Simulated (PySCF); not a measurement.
# Computed vibrations of [WO2(H2O)5]2+

[WO2(H2O)5]2+ (singlet). PySCF 2.14.0, RKS PBE, W def2-SVP with ECP60, O def2-SVP, H def2-SVP; non-relativistic Hamiltonian with scalar-relativistic core potentials where named; density fitting; no spin-orbit coupling. Central differences of gradients.

```xyz
18

W     0.0000    0.0000    0.0000
O     0.0000    0.0000    1.7936
O     0.0000    0.0000   -1.7936
O     2.1717   -0.0580    0.0000
H     2.6582    0.2519    0.7994
H     2.6582    0.2519   -0.7994
O     0.7263    2.0475    0.0000
H     0.5818    2.6059    0.7994
H     0.5818    2.6059   -0.7994
O    -1.7228    1.3234    0.0000
H    -2.2986    1.3586    0.7994
H    -2.2986    1.3586   -0.7994
O    -1.7910   -1.2296    0.0000
H    -2.0024   -1.7662    0.7994
H    -2.0024   -1.7662   -0.7994
O     0.6159   -2.0833    0.0000
H     1.0610   -2.4502    0.7994
H     1.0610   -2.4502   -0.7994
```

Run from Python with OMP_NUM_THREADS=4. Where DIIS fails, smearing, a level shift and second-order steps follow.
It took 2.2 min on 4 threads of AMD EPYC 9R45 96-Core Processor (Zen 5) (shared host).

What are the harmonic wavenumbers and infrared intensities?

Modes are labelled in C5h; negative numbers are unstable modes, those under 60 cm⁻¹ near the noise; a finer grid moves soft modes by up to 10 cm⁻¹.
| cm⁻¹ | km/mol | symmetry |
| --- | --- | --- |
| -195 | – | e1' |
| -195 | – | e1' |
| 59 | 0.0 | e2'' |
| 59 | 0.0 | e2'' |
| 181 | 19.8 | a'' |
| 190 | 133.0 | a'' |
| 191 | 41.4 | e1' |
| 191 | 41.4 | e1' |
| 210 | 0.0 | e1'' |
| 210 | 0.0 | e1'' |
| 278 | 0.0 | e2' |
| 278 | 0.0 | e2' |
| 285 | 0.0 | e1'' |
| 285 | 0.0 | e1'' |
| 369 | 0.0 | e2'' |
| 369 | 0.0 | e2'' |
| 386 | 0.0 | e2' |
| 386 | 0.0 | e2' |
| 401 | 29.1 | e1' |
| 401 | 29.1 | e1' |
| 437 | 0.0 | a' |
| 459 | 0.0 | a' |
| 527 | 641.8 | e1' |
| 527 | 641.8 | e1' |
| 564 | 0.0 | e2' |
| 564 | 0.0 | e2' |
| 709 | 0.0 | e1'' |
| 709 | 0.0 | e1'' |
| 709 | 0.0 | e2'' |
| 709 | 0.0 | e2'' |
| 720 | 10.6 | a'' |
| 893 | 244.8 | a'' |
| 919 | 0.0 | a' |
| 1539 | 0.0 | e2' |
| 1539 | 0.0 | e2' |
| 1545 | 239.9 | e1' |
| 1545 | 239.9 | e1' |
| 1556 | 0.0 | a' |
| 3560 | 0.0 | e2' |
| 3560 | 0.0 | e2' |
| 3564 | 670.2 | e1' |
| 3564 | 670.2 | e1' |
| 3579 | 0.0 | a' |
| 3651 | 0.0 | e2'' |
| 3651 | 0.0 | e2'' |
| 3654 | 0.0 | e1'' |
| 3654 | 0.0 | e1'' |
| 3657 | 1131.1 | a'' |

Is this a minimum?

No: 2 unstable; the lowest moves the atoms so:
```
W    0.07  0.07  0.00
O   -0.45 -0.47  0.00
O   -0.45 -0.47  0.00
O    0.02  0.06  0.00
H    0.11 -0.09  0.00
H    0.11 -0.09  0.00
O   -0.01  0.04  0.00
H   -0.03  0.05 -0.01
H   -0.03  0.05  0.01
O    0.03  0.04  0.00
H    0.00 -0.15 -0.01
H    0.00 -0.15  0.01
O    0.00  0.06  0.00
H    0.09  0.03  0.01
H    0.09  0.03 -0.01
O    0.01  0.03  0.00
H   -0.09 -0.06  0.01
H   -0.09 -0.06 -0.01
```
